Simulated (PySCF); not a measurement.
Telling isomers of C11H9N apart by NMR

Theory: σ from GIAO-PBE0/pcSseg-1, structure optimised with GFN2-xTB, in PySCF 2.14.0 with density-fitted response routines (one computed conformer, one averaged value for each set of equivalent atoms, isolated molecule, non-relativistic Hamiltonian).

Scale: ¹H (31.72 ppm) and ¹³C (186.93 ppm) vs TMS (reference shieldings calculated alike). Where no couplings were computed, multiplicities follow the n + 1 count of equivalent neighbours, and m marks all less simple cases (inequivalent or close neighbours, rings, F or P nearby). Shifts are as computed. Against solution values, carbons near 30 ppm lie about +3 ppm off and those near 130 ppm about +5 ppm. Of 1211 compounds with measured shifts, 218 miss one by over three times the rms of a fit or turn the order of signals round; such compounds aren't used in these exercises.

(1) Tabulate the signals of `c1ccc(-c2ccncc2)cc1`, `CC#Cc1c(C)cccc1C#N`, `C#C/C(C#N)=C/C=C(C=C)C=C` and their relative energies.

(2) What is the quickest way to tell CC#Cc1c(C)cccc1C#N from C#C/C(C#N)=C/C=C(C=C)C=C?

(3) What is the quickest way to tell c1ccc(-c2ccncc2)cc1 from CC#Cc1c(C)cccc1C#N?

(4) What is the quickest way to tell c1ccc(-c2ccncc2)cc1 from C#C/C(C#N)=C/C=C(C=C)C=C?

Answers

(1) 
```json
{"SMILES": "c1ccc(-c2ccncc2)cc1", "carbon types": "2×C 9×CH", "δC": "156.3, 155.9, 146.8, 134.7, 134.3, 133.7, 127.2", "δH": "9.06 (d, 2H), 7.84 (m, 2H), 7.82 (m, 2H), 7.76 (m, 1H), 7.51 (d, 2H)", "E rel. (kcal/mol)": "0.0"}
{"SMILES": "CC#Cc1c(C)cccc1C#N", "carbon types": "6×C 3×CH 2×CH3", "δC": "148.0, 137.4, 137.1, 133.8, 132.3, 123.8, 121.3, 112.8, 82.6, 24.6, 6.1", "δH": "7.74 (d, 1H), 7.62 (m, 1H), 7.47 (m, 1H), 2.56 (s, 3H), 2.47 (s, 3H)", "E rel. (kcal/mol)": "43.6"}
{"SMILES": "C#C/C(C#N)=C/C=C(C=C)C=C", "carbon types": "4×C 5×CH 2×CH2", "δC": "157.8, 155.1, 146.3, 138.7, 134.7, 133.5, 133.0, 120.2, 96.7, 94.1, 85.3", "δH": "7.66 (d, 1H), 7.01 (m, 1H), 6.88 (m, 1H), 6.82 (d, 1H), 6.30 (m, 1H), 6.09 (m, 1H), 5.99 (m, 1H), 5.98 (m, 1H), 3.08 (s, 1H)", "E rel. (kcal/mol)": "110.5"}
```

Energies are electronic energies at PBE0/pcSseg-1 on these geometries, without zero-point or thermal terms, each for the one conformer computed, which needn't be the lowest.

(2) Both give the same number of carbon signals, but DEPT or the intensities differ. The first has a methyl carbon on an aromatic ring (CH3) at 24.6 ppm, the second a terminal =CH2 carbon at 134.7 ppm. Their most deshielded carbons lie at 148.0 and 157.8 ppm.

(3) Count the carbon signals: 7 against 11. The first has an aromatic CH next to a ring nitrogen at 156.3 ppm, the second an alkyne carbon (C) at 82.6 ppm. Their most deshielded carbons lie at 156.3 and 148.0 ppm. In the proton spectra the most deshielded non-exchanging signals are 9.06 (d, 2H) and 7.74 (d, 1H).

(4) Count the carbon signals: 7 against 11. The first has a substituted aromatic carbon (C) at 146.8 ppm, the second a terminal =CH2 carbon at 134.7 ppm. Their most deshielded carbons lie at 156.3 and 157.8 ppm. In the proton spectra the most deshielded non-exchanging signals are 9.06 (d, 2H) and 7.66 (d, 1H).
